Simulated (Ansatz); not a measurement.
Stepwise reaction of `N[SiH](F)F` with hydrogen, as a gas-phase model of exchange steps in deposition or etching. ΔE in kJ/mol; ΔG adds harmonic PBE0-D4 terms to CCSD(T)/CBS, at 1 bar.

Isolated molecules relaxed with PBE0-D4/def2-TZVP in Ansatz; ΔE leaves out vibrations. CCSD(T)/CBS adds triple-zeta CCSD(T) − MP2 to the extrapolated MP2 energy (def2 sets, frozen cores). This one scheme is used for every species. Functionals use def2-TZVPP. B3LYP here is the variant with VWN-RPA as its local correlation; programs differ in this. One conformer a species, not always the lowest.

```csv
step,reaction,PBE-D4,B3LYP-D4,ωB97M-V,CCSD(T)/CBS,ΔG(400 K)
2,`N[SiH2]F` + H₂ → `N[SiH3]` + H–F,132.6,141.0,141.6,138.1,136.2
```

Task: Give the row of step 1, `N[SiH](F)F` + H₂ → `N[SiH2]F` + H–F. (Estimate.)

Result: The calculation gave: 
```
step                              reaction  PBE-D4  B3LYP-D4  ωB97M-V  CCSD(T)/CBS  ΔG(400 K)
   1  `N[SiH](F)F` + H₂ → `N[SiH2]F` + H–F   129.3     138.3    139.1        136.0      139.2
```

Task: By hand: ΔE of the 2 steps together at CCSD(T)/CBS.

Result: (136.0) + (138.1) = 274.1 kJ/mol, or 137.1 kJ/mol a step.

In ΔE the steps differ by no more than 2.1 kJ/mol. All are uphill at CCSD(T)/CBS. ΔG lies between 136.2 and 139.2 kJ/mol a step. PBE-D4 differs from CCSD(T)/CBS by -6.7 to -5.5 kJ/mol a step. Isolated molecules leave out the surface, adducts and barriers. Largest T1 diagnostic: 0.011.
